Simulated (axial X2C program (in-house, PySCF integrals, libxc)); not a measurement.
## Worked dissociation energy of CaSe⁺: CCSD, with spin–orbit coupling

Calculated with an in-house all-electron X2C program for linear molecules (integrals from PySCF). Two-component (2c) means X2C with spin–orbit coupling and atomic mean-field two-electron Coulomb and Gaunt terms. Basis: Se dyall-cv3z [8s9p6d4f1g], Ca dyall-cv3z [11s12p6d4f] (cores contracted in-house); Gaussian nuclei, density fitting, unrestricted open shells. Masses: Se 79.917 u, Ca 39.963 u.

Molecular state: Ω = 3/2 (⟨Sz⟩ = 0.50, ⟨Lz⟩ = 1.00 at HF).

Correlated methods: 15 electrons correlated (number of frozen shells: Se 3 s, 2 p, 1 d; Ca 2 s, 1 p), 267 virtual spin orbitals or spinors in MP2, 90 natural virtuals in coupled cluster.

```
E(Se) (2M_J = 4)  : -2427.452996 hartree
E(Ca+) (2M_J = 1) : -679.583634 hartree
E(CaSe⁺) at Re    : -3107.113764 hartree
ωe                : 304.8 cm⁻¹
ωexe              : 0.778 cm⁻¹
```

Q: Work out De and D0.

A: De = -2427.452996 + (-679.583634) − (-3107.113764) = 0.07713 hartree = 2.099 eV. The zero-point energy is ωe/2 − ωexe/4 = 152 cm⁻¹ = 0.019 eV, so D0 = 2.080 eV.

The state is one determinant whose occupation by symmetry is held fixed; it was picked as the lowest of a PBE0 search that is not exhaustive. De is counted from the lowest determinant-based energies of the atoms at the same level, without counterpoise correction. CCSD ran in a truncated set of natural virtual spinors with an MP2 remainder; without triples it tends to underbind.

Each atomic determinant is the lowest at this level and need not be a pure J level. Totals compare only within one Hamiltonian and basis.
